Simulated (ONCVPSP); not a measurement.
**mercury, ONCV: configuration errors across variants**

Hg, optimised norm-conserving Vanderbilt (ONCV), made with ONCVPSP 4.0.1 (LDA (Perdew-Wang 92), scalar-relativistic). Core [Kr] 4d10 4f14, reference 5s2 5p6 5d10 6s2. Waves: 5s+6s: rc 1.60 bohr, ncon 4, nbas 7, qcut 7.1 1/bohr, 2 projectors; 5p: rc 1.10 bohr, ncon 4, nbas 8, qcut 7.4 1/bohr, 1 projector; 5d: rc 2.25 bohr, ncon 5, nbas 10, qcut 6.4 1/bohr, 2 projectors, debl 2.9 Ha. Local part: polynomial inside 0.85 bohr (lpopt 1, dvloc0 1 Ha). Core correction: polynomial model core, fcfact 0.35.

All-electron excitation energies from the reference (eV): (1) 5s2 5p6 5d10 6s1 11.042; (2) 5s2 5p6 5d10 6s0 30.432; (3) 5s2 5p6 5d9 6s0 66.249; (4) 5s2 5p6 5d8 6s0 116.290.

A true bound ghost makes a file unfit for plane-wave use even where its test errors are small: the radial tests pick states by their node count and pass the ghost by.

Errors AE − PS in meV (a dash: test not solved or not reliable):

```json
{"change": "base", "(1)": "-5.0", "(2)": "-20", "(3)": "-30", "(4)": "+3.7", "bound ghosts": "none", "GHOST(+) flags above zero": "s"}
{"change": "d: rc 1.6", "(1)": "-5.7", "(2)": "-22", "(3)": "-30", "(4)": "-45", "bound ghosts": "none", "GHOST(+) flags above zero": "s"}
{"change": "d: rc 1.74", "(1)": "-5.6", "(2)": "-22", "(3)": "-30", "(4)": "-42", "bound ghosts": "none", "GHOST(+) flags above zero": "s"}
{"change": "d: rc 2.14", "(1)": "-5.1", "(2)": "-20", "(3)": "-30", "(4)": "-13", "bound ghosts": "none", "GHOST(+) flags above zero": "s, d"}
{"change": "d: rc 2.32", "(1)": "-5.0", "(2)": "-20", "(3)": "-29", "(4)": "+17", "bound ghosts": "none", "GHOST(+) flags above zero": "s, d"}
{"change": "d: rc 2.56", "(1)": "-5.0", "(2)": "-21", "(3)": "-26", "(4)": "+86", "bound ghosts": "none", "GHOST(+) flags above zero": "s"}
{"change": "d: rc 2.66", "(1)": "-5.1", "(2)": "-23", "(3)": "-24", "(4)": "+122", "bound ghosts": "none", "GHOST(+) flags above zero": "s, d"}
{"change": "d: rc 2.92", "(1)": "-6.0", "(2)": "-30", "(3)": "-13", "(4)": "+260", "bound ghosts": "none", "GHOST(+) flags above zero": "s, d"}
{"change": "d: rc 3.04", "(1)": "-6.8", "(2)": "-35", "(3)": "-5.0", "(4)": "+346", "bound ghosts": "none", "GHOST(+) flags above zero": "s, d"}
{"change": "d: rc 3.34", "(1)": "-9.4", "(2)": "-52", "(3)": "+25", "(4)": "+599", "bound ghosts": "none", "GHOST(+) flags above zero": "s, d"}
```

(1) Give the same row for: d: rc 1.92.

## Answers

(1) -5.4, -21, -30, -32; bound ghosts: d; GHOST(+) flags above zero: s.
